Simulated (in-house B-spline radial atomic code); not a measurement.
## Ionising Cd II (Cd+) with different functionals

Computed with a B-spline radial code for spherical atoms: scalar-relativistic (spin-free X2C) Hamiltonian, Fermi nucleus of rms radius 4.6087 fm, spin-polarised at highest spin, spherical fractional occupations for the functionals, and exact exchange of hybrids averaged over the configuration. The ionisation energy is the difference of two self-consistent energies, [Kr] 4d10 5s1 → [Kr] 4d10, without Breit or QED terms; ε is the level of the shell that loses the electron (its least bound occupied spin orbital). There is no spin-orbit coupling in this Hamiltonian.

| method | rung | ΔSCF (eV) | -ε(5s) (eV) |
| --- | --- | --- | --- |
| PBE0 | global hybrid | 17.01 | 14.19 |
| B3LYP | global hybrid | 17.35 | 14.20 |
| TPSSh | global hybrid | 16.92 | 13.62 |
| BHandHLYP | global hybrid | 16.85 | 14.90 |
| r2SCAN0 | global hybrid | 16.92 | 14.43 |
| B97-1 | global hybrid | ? | ? |
| HSE06 | range-separated hybrid | 17.06 | 13.85 |
| wB97X | range-separated hybrid | ? | ? |
| CAM-B3LYP | range-separated hybrid | 17.23 | 15.53 |
| LC-wPBE | range-separated hybrid | 16.76 | 16.51 |

**Question.** What does wB97X give?

**Answer.** ΔSCF 16.61 eV, and -ε(5s) = 16.07 eV.

**Question.** What does B97-1 give?

**Answer.** ΔSCF 16.86 eV, and -ε(5s) = 13.81 eV.

**Question.** Among the functionals, which spreads more, the ΔSCF values or the orbital energies?

**Answer.** The orbital energies: ΔSCF values span about 0.74 eV and the orbital energies 2.89 eV.

**Question.** How do they compare with the NIST value?

**Answer.** NIST lists 16.908 eV (measured, ground level to ground level). Errors run from -0.30 to +0.44 eV; r2SCAN0 is closest (+0.01 eV), but part of that can be cancellation, since the calculations leave out Breit-QED terms.
